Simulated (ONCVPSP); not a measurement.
# Se (Z = 34), ONCV: configuration errors across variants

| Item | Value |
| --- | --- |
| Element | selenium |
| Generator | ONCVPSP 4.0.1 |
| Type | optimised norm-conserving Vanderbilt (ONCV) |
| Functional | LDA (Perdew-Zunger) |
| Relativity | scalar-relativistic |
| Frozen core | [Ar] 3d10 |
| Valence charge | 6 |
| Reference configuration | 4s2 4p4 |
| Partial waves | 4s: rc 1.25 bohr, ncon 5, nbas 8, qcut 4.3 1/bohr, 2 projectors, debl 3 Ha; 4p: rc 1.70 bohr, ncon 4, nbas 7, qcut 5.7 1/bohr, 2 projectors, debl 2.4 Ha |
| Local potential | polynomial inside 0.85 bohr (lpopt 1, dvloc0 0 Ha) |
| Core correction | polynomial model core, fcfact 0.5 |

All-electron excitation energies from the reference (eV): (1) 4s2 4p3 11.009; (2) 4s2 4p2 31.567; (3) 4s2 4p1 62.723; (4) 4s1 4p4 22.593.

1 further variants failed, have other tests or too few solved ones, and are left out.

A true bound ghost makes a file unfit for plane-wave use even where its test errors are small: the radial tests pick states by their node count and pass the ghost by.

Errors AE − PS in meV (a dash: test not solved or not reliable):

```tsv
change	(1)	(2)	(3)	(4)	bound ghosts	GHOST(+) flags above zero
base	-3.1	-15	-49	-18	s	s, p
s: qcut 4.7; p: qcut 6.3	-3.1	-15	-48	-19	s	s, p
p: qcut 8.8	-3.0	-15	-47	-19	s	s, p
core correction polynomial model core, fcfact 0.6	-3.1	-15	-49	-18	s	s, p
s: debl 3.9	-3.9	-21	-67	-18	s	s, p
local potential polynomial inside 0.85 bohr (lpopt 1, dvloc0 4 Ha)	-3.3	-17	-55	-18	s	s, p
```

Task: Give the same row for: local potential polynomial inside 1.00 bohr (lpopt 5, dvloc0 0 Ha).

Result: -3.3, -17, -54, -18; bound ghosts: s; GHOST(+) flags above zero: s, p.
